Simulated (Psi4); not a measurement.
CH$_{5}$Si (SMILES C[SiH2]), doublet, at a GFN2-xTB geometry; MP2/def2-SVP run with Psi4.

Psi4 was given this input:
```
memory 2 GB

molecule mol {
0 2
C    -0.009619    0.085584   -1.207927
Si    0.006934    0.023373    0.684427
H    -0.034321   -0.918997   -1.628565
H    -0.879928    0.618393   -1.581170
H     0.874747    0.582172   -1.597709
H    -1.215595   -0.536052    1.247971
H     1.215737   -0.586242    1.225054
}

set {
  basis def2-svp
  reference uhf
  freeze_core true
}

energy('mp2')
print_variables()
```

The log (banner, timings and long lists left out):

```
    SCF Algorithm Type (re)set to DF.

   => Loading Basis Set <=

    Name: DEF2-SVP
    Role: ORBITAL
    Keyword: BASIS

         ---------------------------------------------------------
                                   SCF
               by Justin Turney, Rob Parrish, Andy Simmonett
                          and Daniel G. A. Smith
                              UHF Reference
         ---------------------------------------------------------

  ==> Geometry <==

    Molecular point group: c1
    Full point group: C1

    Geometry (in Angstrom), charge = 0, multiplicity = 2:

       Center              X                  Y                   Z               Mass
    ------------   -----------------  -----------------  -----------------  -----------------
         C           -0.010483047686     0.067065983327    -1.259027749772    12.000000000000
         SI           0.006069952314     0.004854983327     0.633326250228    27.976926534650
         H           -0.035185047686    -0.937515016673    -1.679665749772     1.007825032230
         H           -0.880792047686     0.599874983327    -1.632270749772     1.007825032230
         H            0.873882952314     0.563653983327    -1.648809749772     1.007825032230
         H           -1.216459047686    -0.554570016673     1.196870250228     1.007825032230
         H            1.214872952314    -0.604760016673     1.173953250228     1.007825032230

  Running in c1 symmetry.

  Rotational constants: A =      2.53322  B =      0.38622  C =      0.36601 [cm^-1]
  Rotational constants: A =  75944.15422  B =  11578.62770  C =  10972.60912 [MHz]
  Nuclear repulsion =   55.633678887039800

  Charge       = 0
  Multiplicity = 2
  Electrons    = 25
  Nalpha       = 13
  Nbeta        = 12

  ==> Algorithm <==

  SCF Algorithm Type is DF.
  DIIS enabled.
  MOM disabled.
  Fractional occupation disabled.
  Guess Type is SAD.
  Energy threshold   = 1.00e-08
  Density threshold  = 1.00e-08
  Integral threshold = 1.00e-12

  ==> Primary Basis <==

  Basis Set: DEF2-SVP
    Blend: DEF2-SVP
    Number of shells: 29
    Number of basis functions: 57
    Number of Cartesian functions: 59
    Spherical Harmonics?: true
    Max angular momentum: 2

   => Loading Basis Set <=

    Name: (DEF2-SVP AUX)
    Role: JKFIT
    Keyword: DF_BASIS_SCF

  ==> Integral Setup <==

  SCF_SUBTYPE=INCORE selected. In-core MEM_DF algorithm will be used.
  Using in-core AOs.

  ==> MemDFJK: Density-Fitted J/K Matrices <==

[...]
  @DF-UHF Final Energy:  -329.55060641551842
    Total Energy =                       -329.5506064155184731
[...]
 Magnitude           :                                                    0.2655818

 ------------------------------------------------------------------------------------

  //>>>>>>>>>>>>>>>>>>>>>>>>>>>>>>>>>>>//
  //               DFMP2               //
  //<<<<<<<<<<<<<<<<<<<<<<<<<<<<<<<<<<<//

   => Loading Basis Set <=

    Name: (DEF2-SVP AUX)
    Role: RIFIT
    Keyword: DF_BASIS_MP2

	 --------------------------------------------------------
	                          DF-MP2
	      2nd-Order Density-Fitted Moller-Plesset Theory

	        Rob Parrish, Justin Turney, Andy Simmonett,
	           Ed Hohenstein, and C. David Sherrill
	 --------------------------------------------------------

	 --------------------------------------------------------
	                 NBF =    57, NAUX =   180
	 --------------------------------------------------------
	   CLASS    FOCC     OCC    AOCC    AVIR     VIR    FVIR
	   ALPHA       6      13       7      44      44       0
	    BETA       6      12       6      45      45       0
	 --------------------------------------------------------

	-----------------------------------------------------------
	 ==================> DF-MP2 Energies <====================
	-----------------------------------------------------------
	 Reference Energy          =    -329.5506064155184163 [Eh]
	 Singles Energy            =      -0.0000000000000000 [Eh]
	 Same-Spin Energy          =      -0.0449689456965108 [Eh]
	 Opposite-Spin Energy      =      -0.1903601513698012 [Eh]
	 Correlation Energy        =      -0.2353290970663120 [Eh]
	 Total Energy              =    -329.7859355125847287 [Eh]
	-----------------------------------------------------------
	 ================> DF-SCS-MP2 Energies <==================
	-----------------------------------------------------------
	 SCS Same-Spin Scale       =       0.3333333333333333 [-]
	 SCS Opposite-Spin Scale   =       1.2000000000000000 [-]
	 SCS Same-Spin Energy      =      -0.0149896485655036 [Eh]
	 SCS Opposite-Spin Energy  =      -0.2284321816437614 [Eh]
	 SCS Correlation Energy    =      -0.2434218302092650 [Eh]
	 SCS Total Energy          =    -329.7940282457277021 [Eh]
	-----------------------------------------------------------

  Variable Map:
  ----------------------------------------------------------------------------
[...]
  Array Variable Map:
  ----------------------------------------------------------------------------
[...]
[...]
```
